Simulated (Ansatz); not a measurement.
CH5BOSi can be A, `O[SiH]1BC1`, or B, `[SiH3]C1BO1`.

Program: Ansatz. Geometries: PBE0-D4/def2-TZVP. ΔE: electronic, gas phase. CBS: MP2 limit from def2 TZ/QZ plus the TZ coupled-cluster correction, frozen cores. DFT in def2-TZVPP. B3LYP here is the variant with VWN-RPA as its local correlation; programs differ in this. One conformer a species, not always the lowest.

Which isomer does CCSD(T)/CBS put lower? Give the gap. (An estimate is asked.)

Ansatz gave: A, by 4.2 kJ/mol.

Give E(B) − E(A) in kJ/mol with B3LYP-D4, r2SCAN-D4, HF/def2-TZVPP, MP2/def2-TZVPP, CCSD(T)/def2-SVP, PBE-D4, LDA (SPW92). (Estimate.)

Ansatz gave: B3LYP-D4 -5.8, r2SCAN-D4 4.4, HF/def2-TZVPP -26.7, MP2/def2-TZVPP 3.1, CCSD(T)/def2-SVP -39.6, PBE-D4 5.1, LDA (SPW92) 18.5. The order is the other way round with B3LYP-D4, HF/def2-TZVPP, CCSD(T)/def2-SVP.

Does the order hold for the free energy at 298.15 K (harmonic terms from PBE0-D4)? (Best estimate.)

Ansatz gave: No: G(B) − G(A) = -5.3 kJ/mol, for one conformer each.

Largest T1 diagnostic: 0.016.

At CCSD(T), def2-SVP lies −43.8 kJ/mol from the extrapolated value and def2-TZVPP −5.5 kJ/mol. Leaving LDA and LC-ωPBE aside and taking each functional with its dispersion term where it has one, the values, not all of them listed here, spread over 19.3 kJ/mol, from ωB97X-V to B97M-V. LDA lies +13.6 kJ/mol from PBE without D4.
